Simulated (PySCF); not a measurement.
IIn, charge -1, doublet, geometry from GFN2-xTB (such geometries of metal compounds can be far from the true shape) (a state made from the parent by changing its charge; the spin is typed, not shown lowest) (all electrons, no relativity).

PySCF was given this input:
```python
from pyscf import gto, scf

mol = gto.M(
    atom='''
In   -0.00000000   -0.00000000   -1.55479354
I     0.00000000    0.00000000    1.43745064
''',
    basis='3-21g',
    charge=-1,
    spin=1,
    verbose=4,
)

mf = scf.UHF(mol)
mf.kernel()
```

Question: Give the HOMO energy at the level PySCF with HF/3-21G.

Answer: -0.59 eV

Question: Estimate the Mulliken (on the basis functions themselves) charges in atom order that HF/3-21G returns for this input.

Answer: In1 -0.28, I2 -0.72

Question: Predict the total energy from HF/3-21G.

Answer: -12602.1305 Eh

Question: What is the computed number of basis functions (HF/3-21G)?

Answer: 62

Question: What nuclear repulsion energy does HF/3-21G give?

Answer: 459.2784 Eh

Question: Predict the <S^2> from HF/3-21G.

Answer: 0.755

These values belong to the state on which the SCF converged, which isn't shown to be the lowest.
